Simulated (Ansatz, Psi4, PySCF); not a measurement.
C$_{6}$H$_{15}$O, charge +1, singlet, at a GFN2-xTB geometry. Base run: MP2/6-31G* run with PySCF.

Input for PySCF:
```python
from pyscf import gto, scf, mp

mol = gto.M(
    atom='''
C     1.51690442   -1.41971904   -0.24378573
C     1.40505215   -0.07373810    0.48414863
C     2.01623325    1.03976375   -0.36381501
C    -0.02692007    0.26556411    0.93788271
C    -1.05411537    0.38736354   -0.17379600
C    -2.37166067    0.98323651    0.26509911
O    -1.34287486   -1.02525699   -0.61158989
H     0.99879037   -2.21740868    0.29055638
H     1.20911345   -1.35273697   -1.29212350
H     2.56418651   -1.71381692   -0.27863193
H     1.99290782   -0.14922192    1.40299502
H     1.54026238    1.12375991   -1.33877963
H     3.07020753    0.83878908   -0.53175862
H     1.93627406    1.99739621    0.14226544
H     0.00382205    1.21808948    1.46647643
H    -0.37865578   -0.48306837    1.65105011
H    -0.64768996    0.92780748   -1.03290850
H    -2.77234369    0.44338393    1.11865954
H    -2.22326304    2.01889486    0.55474022
H    -3.10154716    0.96724142   -0.54110959
H    -1.90738052   -1.04673974   -1.40881562
H    -0.45464738   -1.46513842   -0.74429878
''',
    basis='6-31g*',
    charge=1,
    verbose=4,
)

mf = scf.RHF(mol)
mf.kernel()

pt = mp.MP2(mf)
pt.kernel()
print('E(MP2) = %.10f' % pt.e_tot)
```

The same geometry, method and basis name were run in Ansatz (a quantum-chemistry and plane-wave program) and Psi4 and PySCF, at each program's defaults and at the settings that a row names. The base is PySCF at its defaults. Differences at the defaults can come from grids, fitting, cores and function types together.

| code and settings | ΔE vs base (mEh) | basis functions | E (Eh) | SCF cycles |
|---|---|---|---|---|
| PySCF, defaults (exact integrals, spherical functions, all electrons correlated) | 0.000 | 128 | -311.50861 | 10 |
| Psi4, defaults (density fitting with its default set, Cartesian functions, all electrons correlated) | -25.809 | 135 | -311.53441 | 11 |
| Ansatz, defaults (factorised integrals, Cartesian functions, frozen core) | 5.328 | 135 | -311.50328 | - |
| PySCF, frozen core | 16.671 | 128 | -311.49193 | 10 |
| Psi4, exact integrals, spherical functions, frozen core | 16.671 | 128 | -311.49193 | 11 |
| Ansatz, high accuracy, frozen core, Cartesian functions as the basis file defines them | 5.315 | 135 | -311.50329 | - |
